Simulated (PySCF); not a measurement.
Isomers of C8H6O2. Theory: PBE0-D3(BJ)/def2-SVP geometry optimisation, gas phase in PySCF. Energies are electronic, without zero-point or thermal terms, for one conformer each. No frequencies were run at this level. Point groups hold within 0.08 Å.

Task: Order them by energy at this level, lowest first, and give relative energies in kcal/mol.
A. phthalide (`O=C1OCc2ccccc21`)
B. `[O:1]=[CH:2][c:3]1[cH:4][cH:5][c:6]([CH:7]=[O:8])[cH:9][cH:10]1` with O1–C2–C3–C4 0°, C5–C6–C7–O8 180°

Result: A (0.0), B (22.9).

As drawn, the lower has a C(=O)–O unit, which the higher lacks.

```csv
SMILES,E (Eh),E rel (kcal/mol),dipole (D),point group,"A, B, C (MHz)"
O=C1OCc2ccccc21,-458.09124,0.0,4.97,Cs,"2763, 1265, 872.3"
O=Cc1ccc(C=O)cc1,-458.05477,22.9,0.00,C2h,"4848, 702.9, 613.9"
```
